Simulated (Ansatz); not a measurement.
Species: C₂H₃BO₂, charge 0, singlet. C2H3BO2 (ethynylboronic acid, SMILES B(O)(C#C)O).
B3LYP-D3(BJ)/def2-TZVP minimum from Ansatz (a program for electronic structure):
```xyz
8

B     -0.4556    -0.1895     0.0342
C      0.9646     0.4011    -0.0724
C      2.0745     0.8627    -0.1558
H      3.0543     1.2701    -0.2293
O     -0.7964    -1.0525     1.0296
H     -0.0733    -1.2415     1.6337
O     -1.4289     0.1271    -0.8625
H     -1.1354     0.7389    -1.5430
```

Total energies in hartree (Ansatz). Open shells are spin-unrestricted; no spin-orbit coupling. Correlated methods leave the cores frozen. No relativity. Where a partner has so few electrons that a lower coupled-cluster level is exact, that level stands in.

```csv
species,HF/cc-pVTZ,CCSD(T)/cc-pVTZ,HF/cc-pVQZ,CCSD(T)/cc-pVQZ,CCSD(T)/cc-pVDZ,CCSDT(Q)/cc-pVDZ
1: C2H3BO2 (SMILES B(C#C)(O)O),-252.05516,-252.97918,-252.07373,-253.05605,-252.71920,-252.72229
2: B (doublet),-24.53207,-24.59810,-24.53297,-24.60084,-24.58941,-24.58977
3: C (triplet),-37.69157,-37.78076,-37.69331,-37.78654,-37.76038,-37.76071
4: H (doublet),-0.49981,-0.49981,-0.49995,-0.49995,-0.49928,-0.49928
5: O (triplet),-74.81176,-74.97396,-74.81729,-74.99357,-74.90995,-74.91013
```

Q: Work out the atomisation energy (electronic, to ground-state atoms) in kJ/mol: take Hartree-Fock from cc-pVQZ, extrapolate the CCSD(T) correlation energy as X^-3 (X = 3, 4), and add CCSDT(Q) - CCSD(T) in cc-pVDZ. 1 hartree = 2625.5 kJ/mol.

A: 
Species 1: correlation (64·(-0.98232) - 27·(-0.92402))/37 = -1.02486; step -0.00309; E1 = -252.07373 + (-1.02486) + (-0.00309) = -253.10168
Species 2: correlation (64·(-0.06787) - 27·(-0.06603))/37 = -0.06921; step -0.00036; E2 = -24.53297 + (-0.06921) + (-0.00036) = -24.60254
Species 3: correlation (64·(-0.09323) - 27·(-0.08919))/37 = -0.09618; step -0.00033; E3 = -37.69331 + (-0.09618) + (-0.00033) = -37.78982
Species 4: correlation (64·(0.00000) - 27·(0.00000))/37 = 0.00000; step +0.00000; E4 = -0.49995 + (0.00000) + (+0.00000) = -0.49995
Species 5: correlation (64·(-0.17628) - 27·(-0.16220))/37 = -0.18655; step -0.00018; E5 = -74.81729 + (-0.18655) + (-0.00018) = -75.00402
-1·E1 +1·E2 +2·E3 +3·E4 +2·E5 = 1.41161 hartree = 3706.2 kJ/mol.
